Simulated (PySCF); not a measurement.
WO₃, SMILES [W](=[O])(=[O])=[O], multiplicity 1.

Geometry optimised at PBE-D3(BJ)/def2-TZVP. A frequency run showed that this geometry is not a minimum. The multiplicity is an assumed one; other spin states were not compared. The isomer is the one that the SMILES or the coordinates give; other isomers of the formula were not compared. The def2 effective core potentials stand for the cores of W; spin–orbit coupling is left out.

The numbers are results of PBE/def2-TZVPD (PySCF), not measurements.

The molecule is in vacuum.

### Question
Estimate the frontier levels, gap, dipole moment and polarisability. (An estimate is asked for; the answer gives what the named calculation found.)

### Answer

```
Item                                                                                                            Result
---------------------------------------------------------------------------------------------  -----------------------
highest occupied level                                                                                        -7.78 eV
lowest empty level                                                                                            -6.81 eV
orbital gap                                                                                                    0.97 eV
dipole moment                                                                                                   0.00 D
quadrupole, principal values (traceless, Buckingham form, about the centre of nuclear charge)  -7.35, -7.35, 14.70 D·Å
mean static polarisability                                                                        49.8 bohr³ (7.37 Å³)
polarisability, principal values                                                                36.1, 56.6, 56.6 bohr³
```
